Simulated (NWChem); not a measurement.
System: C3H4ClF; SMILES C/C(F)=C\Cl

The following NWChem deck was run.

```
start job
memory heap 200 mb stack 900 mb global 1100 mb
geometry units angstroms noautoz
  C     -1.431734     1.040790     0.000000
  C      0.043901     0.847522     0.000000
  F      0.729366     2.017382     0.000000
  C      0.769472    -0.271326     0.000000
  Cl     0.073235    -1.869861     0.000000
  H     -1.736018     1.614472     0.883843
  H     -1.955754     0.083928     0.000000
  H     -1.736018     1.614472    -0.883843
  H      1.851443    -0.250441     0.000000
end
basis spherical
  C library 6-31g*
  F library 6-31g*
  Cl library 6-31g*
  H library 6-31g*
end
dft
  xc b3lyp
  iterations 150
end
tddft
  cis
  nroots 6
  notriplet
end
task tddft energy
```

Parts of the log:

```
             Northwest Computational Chemistry Package (NWChem) 7.3.0
             --------------------------------------------------------

 CS  symmetry detected

                             Geometry "geometry" -> ""
                             -------------------------

 Output coordinates in angstroms (scale by  1.889725989 to convert to a.u.)

  No.       Tag          Charge          X              Y              Z
 ---- ---------------- ---------- -------------- -------------- --------------
    1 C                    6.0000    -1.42524759     1.08212696     0.00000000
    2 C                    6.0000     0.04705582     0.86493155     0.00000000
    3 F                    9.0000     0.75141997     2.02351078     0.00000000
    4 C                    6.0000     0.75436980    -0.26554669     0.00000000
    5 Cl                  17.0000     0.03227671    -1.85256959     0.00000000
    6 H                    1.0000    -1.72017935     1.66067259     0.88384300
    7 H                    1.0000    -1.96473057     0.13389706     0.00000000
    8 H                    1.0000    -1.72017935     1.66067259    -0.88384300
    9 H                    1.0000     1.83653726    -0.26222726     0.00000000

 Effective nuclear repulsion energy (a.u.)     209.1713947763

      Symmetry information
      --------------------

 Group name             Cs
 Group number              2
 Group order               2
 No. of unique centers     8

                                 NWChem DFT Module
                                 -----------------

 Summary of "ao basis" -> "ao basis" (spherical)
 ------------------------------------------------------------------------------
       Tag                 Description            Shells   Functions and Types
 ---------------- ------------------------------  ------  ---------------------
 C                           6-31g*                  6       14   3s2p1d
 F                           6-31g*                  6       14   3s2p1d
 Cl                          6-31g*                  8       18   4s3p1d
 H                           6-31g*                  2        2   2s

      Symmetry analysis of basis
      --------------------------

        a'         59
        a"         23

[...]

                                NWChem TDDFT Module
                                -------------------

            General Information
            -------------------
           No. of orbitals :     164
            Alpha orbitals :      82
             Beta orbitals :      82
        Alpha frozen cores :       0
         Beta frozen cores :       0
     Alpha frozen virtuals :       0
      Beta frozen virtuals :       0
         Spin multiplicity :       1
    Number of AO functions :      82
        Use of symmetry is : off
      Symmetry adaption is : on
         Schwarz screening :  0.10D-07

              XC Information
              --------------
                  B3LYP Method XC Potential
              Hartree-Fock (Exact) Exchange   0.20
                 Slater Exchange Functional   0.80 local
             Becke 1988 Exchange Functional   0.72 non-local
       Lee-Yang-Parr Correlation Functional   0.81
           VWN I RPA Correlation Functional   0.19 local

             TDDFT Information
             -----------------
          Calculation type : Tamm-Dancoff TDDFT
         Wavefunction type : Restricted singlets
          No. of electrons :      48
           Alpha electrons :      24
            Beta electrons :      24
              No. of roots :       6
          Max subspacesize :    5200
            Max iterations :     100
               Target root :       1
           Target symmetry : none
      Symmetry restriction : off
                 Algorithm : Optimal
        Davidson threshold :  0.10D-03

    6 smallest eigenvalue differences (eV)
--------------------------------------------------------
  No. Spin  Occ  Vir  Irrep   E(Occ)    E(Vir)   E(Diff)
--------------------------------------------------------
    1    1   24   25 a'       -0.245     0.009     6.912
    2    1   24   26 a"       -0.245     0.030     7.480
    3    1   23   25 a"       -0.317     0.009     8.871
    4    1   23   26 a'       -0.317     0.030     9.438
    5    1   24   27 a"       -0.245     0.105     9.523
    6    1   24   28 a"       -0.245     0.116     9.823
--------------------------------------------------------

  Entering Davidson iterations
  Restricted singlet excited states

  Iter   NTrls   NConv    DeltaV     DeltaE      Time
  ----  ------  ------  ---------  ---------  ---------
    1      6       0     0.23E+00   0.10+100        3.5
    2     12       0     0.53E-01   0.23E-01        4.1
    3     18       0     0.18E-01   0.39E-02        4.2
    4     24       1     0.56E-02   0.53E-03        4.2
    5     29       2     0.12E-02   0.41E-04        3.9
    6     33       4     0.30E-03   0.19E-05        3.6
    7     35       6     0.66E-04   0.10E-06        2.9
  ----  ------  ------  ---------  ---------  ---------
  Convergence criterion met

  Ground state a'       -676.730240424951 a.u.

  ----------------------------------------------------------------------------
  Root   1 singlet a"             0.225219227 a.u.                6.1285 eV
  ----------------------------------------------------------------------------
     Transition Moments    X  0.00000   Y -0.00000   Z  0.04564
     Dipole Oscillator Strength                    0.0003126920
     Electric Quadrupole                           0.0000000044
     Magnetic Dipole                               0.0000001191
     Total Oscillator Strength                     0.0003128156

[...]
```

Level: B3LYP/6-31G* (spherical d), TDA. Coordinates come from a B3LYP/6-31G* (spherical d) optimisation.
